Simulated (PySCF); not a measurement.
silanone (H2OSi), singlet, at a GFN2-xTB geometry. Base run: PySCF with SVWN5/pcseg-1.

Here is a job for PySCF.
```python
from pyscf import gto, scf, dft

mol = gto.M(
    atom='''
Si    0.066853   -0.426757    0.002742
O    -0.165911    1.059089   -0.006804
H    -0.984656   -1.434017   -0.000317
H     1.375997   -1.064103    0.016367
''',
    basis='pcseg-1',
    charge=0,
    spin=0,
    verbose=4,
    symmetry=True,
)

mf = dft.RKS(mol)
mf.xc = 'lda,vwn'
mf.kernel()
mf.analyze()
```

Each row names what was changed in the base input (with any setting that the change needs).

```json
[
 {"change": "base", "ΔE vs base (mEh)": "0.000", "point group used": "C2v", "SCF cycles": "10"},
 {"change": "irrep_nelec = A1:14 A2:2 B1:2 B2:6", "ΔE vs base (mEh)": "1903.4", "point group used": "C2v", "SCF cycles": "8"},
 {"change": "symmetry = off", "ΔE vs base (mEh)": "0.000", "point group used": "C1", "SCF cycles": "10"},
 {"change": "irrep_nelec = A1:12 A2:2 B1:4 B2:6", "ΔE vs base (mEh)": "1780.7", "point group used": "C2v", "SCF cycles": "10"},
 {"change": "symmetry_subgroup = Cs", "ΔE vs base (mEh)": "0.000", "point group used": "Cs", "SCF cycles": "10"},
 {"change": "irrep_nelec = A1:14 B1:2 B2:8", "ΔE vs base (mEh)": "987.1", "point group used": "C2v", "SCF cycles": "9"},
 {"change": "irrep_nelec = A1:12 B1:4 B2:8", "ΔE vs base (mEh)": "959.1", "point group used": "C2v", "SCF cycles": "11"},
 {"change": "symmetry_subgroup = C2", "ΔE vs base (mEh)": "0.000", "point group used": "C2", "SCF cycles": "10"}
]
```
